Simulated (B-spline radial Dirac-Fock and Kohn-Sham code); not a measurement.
Radiative decay of the 2p1/2 hole in Ba³⁺

System: Ba³⁺, configuration [Kr] 4d10 5s2 5p5.

Input file task.json (cfg lists n, l and occupation; rrms is the nuclear radius in fm):

```json
{"items": [{
  "Z": 56,
  "q": 3,
  "cfg": [[1, 0, 2], [2, 0, 2], [2, 1, 6], [3, 0, 2], [3, 1, 6], [3, 2, 10], [4, 0, 2], [4, 1, 6], [4, 2, 10], [5, 0, 2], [5, 1, 5]],
  "A": 138,
  "rrms": 4.8378,
  "do": ["binding", "quiet", "decay"],
  "holes": ["K", "L1", "L2", "L3", "M1", "M2", "M3", "M4", "M5", "N1", "N2", "N3", "N4", "N5"]
}]}
```

Launch: `python xray_run.py task.json out`

These are calculated numbers from a radial finite-basis atomic code; the model is one-electron (LDA, Dirac) transition rates at Dirac-Fock energies.

| line | multipole | energy (eV) | rate (s⁻¹) | share (%) |
| --- | --- | --- | --- | --- |
| Lη | E1 | 4329.3 | 1.13e+13 | 2.20 |
| L2-M3 | E2 | 4558.9 | 1.94e+11 | 0.0377 |
| Lβ1 | E1 | 4828.5 | 4.29e+14 | 83.5 |
| Lγ5 | E1 | 5362.0 | 2.65e+12 | 0.515 |
| Lγ1 | E1 | 5533.4 | 7.00e+13 | 13.6 |
| L2-O1 | E1 | 5595.1 | 5.09e+11 | 0.0990 |

The listed lines hold 100.0 % of the radiative rate. The radiative width is 0.338 eV in the length form and 0.345 eV in the velocity form; the two differ because the transition energies are not eigenvalue differences of the potential that gave the orbitals.
